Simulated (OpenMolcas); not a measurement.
**Pr4+ in a ligand field**

Pr4+ with 6 ligands (chloride, bromide on the axis) in tetragonal octahedral coordination (D4h) at 2.61 Å, the axial distance 2.759 Å. A charge of +0.333 e stands 3.2 Å behind each ligand. Ligand basis ANO-RCC-VDZP.

```json
{
 "Program": "OpenMolcas",
 "Method": "SS-CASPT2, IPEA 0.25 Eh, imaginary shift 0.1 Eh (closed shells correlated: 5s 5p and the ligand valence shells)",
 "Basis": "ANO-RCC-VDZP [7s6p4d2f1g]",
 "Scalar Hamiltonian": "DKH2, point nucleus",
 "Active space": "1 electron in 7 orbitals (4f)",
 "State averaging": "2S+1 = 2 odd, 7 roots",
 "Spin-orbit coupling": "state interaction with AMFI integrals over the reference wave functions"
}
```

The lowest spin-free states (labels of D4, the rotations of D4h), above the lowest:

| State | Degeneracy | E (cm-1) | Free-ion L (%) |
| --- | --- | --- | --- |
| 2B1 | 1 | 0 | F (100) |
| 2E | 2 | 580 | F (100) |
| 2B2 | 1 | 830 | F (100) |
| 2A2 | 1 | 2170 | F (100) |
| 2E | 2 | 2210 | F (100) |

The lowest levels with spin-orbit coupling:

```tsv
E (cm-1)	Degeneracy	Label	2S+1	J	|mJ| (%)	g
0	2	E3/2	2	2.55	3/2 (81)	1.11 1.28 1.28
1030	2	E1/2	2	2.59	1/2 (96)	0.17 2.35 2.35
1220	2	E3/2	2	2.58	5/2 (77)	1.03 1.03 2.92
3030	2	E3/2	2	3.53	5/2 (67)	2.60 3.47 3.47
4130	2	E1/2	2	3.44	1/2 (53)	2.13 2.13 2.71
4130	2	E3/2	2	3.45	3/2 (64)	0.54 3.23 3.23
4870	2	E1/2	2	3.47	1/2 (51)	2.22 2.22 3.33
```

Powder χT (cm3 K/mol): 0.142 at 2 K, 0.148 at 10 K, 0.179 at 50 K, 0.216 at 100 K, 0.293 at 200 K, 0.368 at 300 K. The effective moment at 300 K is 2.828 √(χT) = 1.72 μB.

Hund's rules give f1 the level 2F5/2 with g = 0.857, so an isolated free-ion multiplet has χT = g² J(J+1) / 8 = 0.804 cm3 K/mol. The computed 0.368 at 300 K differs by -54 %, through the field's splitting, the mixing of terms and any other multiplet in reach.

Stevens parameters of the J = 5/2 multiplet, which is 1225 cm-1 wide (cm-1, z along the main axis): B20 = 6.577e+00, B40 = 2.740e+00, B44 = 1.824e+01.

Over all roots computed the reference weight is 0.66; a low but even weight reflects the number of correlated electrons. Splittings of an f shell from a small cluster at a set distance can be off by tens of per cent, mostly too small. No measured value stands beside these numbers; the geometry is a model, was not optimised and need not be the one that this ion takes.
